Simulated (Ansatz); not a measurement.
Start from `[OH][Ti]([OH])([OH])[Cl]` and change one element to get `[OH][Zr]([OH])([OH])[Cl]`.

Ansatz, PBE0-D4/def2-TZVP geometries, multiplicity 1. Each molecule was computed in one conformer, which needn't be the lowest.

Elements past krypton have def2 core potentials. Scalar relativity is left out up to krypton.

```json
{"property": "HOMO energy (PBE0/def2-TZVPP) / eV", "`[OH][Ti]([OH])([OH])[Cl]`": "-8.76"}
{"property": "HOMO–LUMO gap (PBE0/def2-TZVPP) / eV", "`[OH][Ti]([OH])([OH])[Cl]`": "6.81"}
{"property": "HOMO–LUMO gap (ωB97M-V/def2-TZVPP) / eV", "`[OH][Ti]([OH])([OH])[Cl]`": "11.30"}
{"property": "LUMO energy (B3LYP/def2-TZVPP) / eV", "`[OH][Ti]([OH])([OH])[Cl]`": "-2.25"}
{"property": "HOMO–LUMO gap (PBE/def2-TZVPP) / eV", "`[OH][Ti]([OH])([OH])[Cl]`": "4.38"}
{"property": "LUMO energy (ωB97M-V/def2-TZVPP) / eV", "`[OH][Ti]([OH])([OH])[Cl]`": "0.27"}
```

Task: What does the change do to each property? (Estimate.)

Result: Computed: 
```tsv
property	`[OH][Zr]([OH])([OH])[Cl]`	shift
HOMO energy (PBE0/def2-TZVPP) / eV	-8.58	0.18
HOMO–LUMO gap (PBE0/def2-TZVPP) / eV	8.32	1.51
HOMO–LUMO gap (ωB97M-V/def2-TZVPP) / eV	11.45	0.15
LUMO energy (B3LYP/def2-TZVPP) / eV	-0.57	1.68
HOMO–LUMO gap (PBE/def2-TZVPP) / eV	6.09	1.71
LUMO energy (ωB97M-V/def2-TZVPP) / eV	0.59	0.32
```

With PBE0 the HOMO rises by 0.18 eV and the LUMO rises by 1.70 eV, so the gap widens by about 1.52 eV. PBE moves the HOMO by 0.16 eV and ωB97M-V by 0.17 eV.

B3LYP here is the variant with VWN-RPA as its local correlation; programs differ in this.
